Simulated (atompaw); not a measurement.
**Before and after: PAW (atompaw) potential for tin**

atompaw 4.2.0.5 input, output lines left out:

```
Sn 50
GGA-PBESOL scalarrelativistic loggrid 1500 logderivrange -3 5 201
5 5 4 0 0 0
5 1 2
0 0 0
c
c
c
c
v
c
c
c
v
c
c
2
2.75 2.55 1.80 2.75
y
0.05
n
y
0.8
n
y
-0.1
n
custom rrkj gramschmidtortho besselshape
3 1 troulliermartins
2.25
2.25
2.25
2.75
2.75
```

Change: wave 5p channel at 0.8 Ry: rc 2.75 bohr becomes 5p channel at 0.27 Ry: rc 2.75 bohr.

Cutoffs: the cutoffs (Ry, on a coarse ladder) from which the occupation-weighted sum of valence levels, in a spherical-Bessel basis at the reference potential, stays within 10 and 1 mRy of its value at 400 Ry; they do not see the model core or the augmentation charge, which bear on the density cutoff.

Q: What does the change do?

A: The potential gets softer (6 Ry and 18 Ry → 6 Ry and 12 Ry); both files keep a bound ghost (d, p, s).

| quantity | base | changed |
| --- | --- | --- |
| cutoff, loose | 6 Ry | 6 Ry |
| cutoff, tight | 18 Ry | 12 Ry |
| bound ghosts | s, p, d | s, p, d |
| s: phases at 2.76 bohr within 0.05 rad from the reference energy up to (Ry; the scan ends near 5) | 3.2 | 3.2 |
| p: phases at 2.76 bohr within 0.05 rad from the reference energy up to (Ry; the scan ends near 5) | 3.9 | 3.1 |
| d: phases at 2.76 bohr within 0.05 rad from the reference energy up to (Ry; the scan ends near 5) | to the end of the scan | to the end of the scan |
| lowest overlap eigenvalue by channel | s 0.13, p 0.29, d 1.00 | s 0.13, p 0.08, d 1.00 |

 A true bound ghost makes a file unfit for plane-wave use even where its test errors are small: the radial tests pick states by their node count and pass the ghost by. The cutoffs see the waves, projectors and local potential, not the compensation charge or the core.
